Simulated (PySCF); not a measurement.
Unknown compound

The spectra below were simulated for a compound C₆H₁₀N₂.

$^{1}$H NMR (400 MHz, computed): δ 7.73 (d, 1H), 4.09 (d, 1H), 3.66 (s, 3H), 2.01 (s, 3H), 0.97 (br s, 2H).

$^{13}$C{$^{1}$H} NMR (computed): δ 170.3 (CH), 87.7 (C), 83.8 (C), 52.4 (CH), 49.9 (CH3), 4.7 (CH3).

No relativistic terms, a single conformation, equivalent nuclei averaged, gas phase. Coordinates at the GFN2-xTB level; NMR shieldings at PBE0/pcSseg-1/GIAO; PySCF 2.14.0 with density-fitted response routines.

References, each an isolated molecule treated in the same way: $^{1}$H and $^{13}$C vs TMS.

Question: Which candidate is it?
A. CCn1cc(C)cn1
B. CC/N=C\C#CCN
C. CC#C[C@H](N)/C=N/C
D. CCc1[nH]ncc1C

Answer: C. 

1. Rings plus π bonds: 3 (no ring in the answer).
2. 6 carbon signals for 6 carbons: no two carbons are equivalent.
3. Carbon types of the structure: 2 × C, 2 × CH, 2 × CH3, leaving 2 H on heteroatoms.
4. δC 170.3: C=N carbon.
5. δC 87.7, 83.8: alkyne carbon; sp carbons lie upfield of alkene carbons because the cylindrical π system leaves one tensor component strongly shielded.
6. δC 52.4: propargylic sp3 CH bonded to N; the inductive effect lowers its shielding.
7. δC 4.7: propargylic methyl carbon; a saturated carbon with 1 carbon neighbour and no heteroatom attached.
8. δH 4.09: hydrogen on a propargylic sp3 CH bonded to N; its carbon carries N, an electronegative neighbour.

The others: CCc1[nH]ncc1C has carbons computed at 144.5, 144.5, 116.6, 22.6, 18.3, 10.3, with a different DEPT pattern; CC/N=C\C#CCN has carbons computed at 144.6, 108.0, 81.4, 54.9, 36.2, 18.8, with a different DEPT pattern; CCn1cc(C)cn1 would give 5 signals for carbon-bound and other non-exchanging H, not 4.

OH and NH positions are those of a molecule without intermolecular hydrogen bonds; in solution they move with solvent, concentration and temperature, and exchange usually removes their couplings. Shifts are as computed. Against solution values, carbons near 30 ppm lie about +3 ppm off and those near 130 ppm about +5 ppm (rms about the fit 2.1 ppm; single classes can miss by 10 ppm). Of 1328 compounds with measured shifts, 309 miss one by over three times the rms of a fit or turn the order of signals round; such compounds aren't used in these exercises. Signals without a measured value on file couldn't be tested in this way; 1H shifts scatter by 0.2 ppm about their fit, and single ones miss by 0.5 ppm. Multiplicities follow the n + 1 count of equivalent neighbours, as no J values were calculated; m marks all less simple cases, F and P coupling included.
